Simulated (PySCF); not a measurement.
PbI2, SMILES [I][Pb][I] (connectivity only; charge and spin as stated), neutral, multiplicity 1.

Geometry optimised at B3LYP-D3(BJ)/def2-SVP. The isomer is the one that the SMILES or the coordinates give; other isomers of the formula were not compared. The def2 effective core potentials stand for the cores of I, Pb; spin–orbit coupling is left out.

Two levels are set side by side: PBE/def2-TZVPD (PySCF) and CAM-B3LYP/def2-TZVPD (PySCF). Same geometry, gas phase. Differences are taken from unrounded values.

```csv
quantity,CAM-B3LYP
orbital gap (eV),5.84
highest occupied level (eV),-8.42
lowest empty level (eV),-2.59
dipole moment (D),4.09
mean polarisability (bohr³),126.8
```

Task: What does PBE give, and how far is it from CAM-B3LYP? (Estimate from the structure and the level; the computed values follow.)

Result: 
```
quantity                       PBE  PBE minus CAM-B3LYP
---------------------------  -----  -------------------
orbital gap (eV)              2.24                -3.60
highest occupied level (eV)  -6.20                 2.23
lowest empty level (eV)      -3.96                -1.37
dipole moment (D)             3.54                -0.55
mean polarisability (bohr³)  133.3                  6.5
```

Without exact exchange PBE keeps part of each electron's self-repulsion, which lifts occupied levels and narrows the gap. Loosely held outer electrons make PBE densities more polarisable. Differences between two approximate levels are no errors against the true value.

Rough cost on one machine, each run with all the roots and properties that it gave: CAM-B3LYP against PBE within a factor of 2.
